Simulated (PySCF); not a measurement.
A structure optimised at PBE0-D3(BJ)/def2-SVP, used in a PySCF frequency run:

```
Si
N 1 1.7327
H 2 1.0129 1 120.76
H 2 1.0151 3 111.01 1 -148.89
N 1 1.7397 2 111.97 3 -96.63
H 5 1.0146 1 119.47 2 63.05
H 5 1.0147 6 110.22 1 -143.25
C 1 1.8742 2 111.11 3 145.55
H 8 1.1004 1 110.32 2 -57.76
H 8 1.1014 9 108.15 1 122.49
H 8 1.1022 9 108.15 10 116.74
Si 1 2.3595 2 102.50 3 29.29
H 12 1.5001 1 111.44 2 164.06
H 12 1.5019 13 107.27 1 -123.37
Si 12 2.3443 13 109.48 14 -117.44
H 15 1.4967 12 109.68 13 -68.80
H 15 1.4973 16 108.21 9 -144.99
H 15 1.4977 16 108.08 17 -116.63
```
Charge 0, spin multiplicity 1.

Write its SMILES and formula.

C[Si](N)(N)[SiH2][SiH3], CH₁₂N₂Si₃

What are its rotational constants (standard atomic weights)?

2.6676, 0.96548, 0.92170 GHz
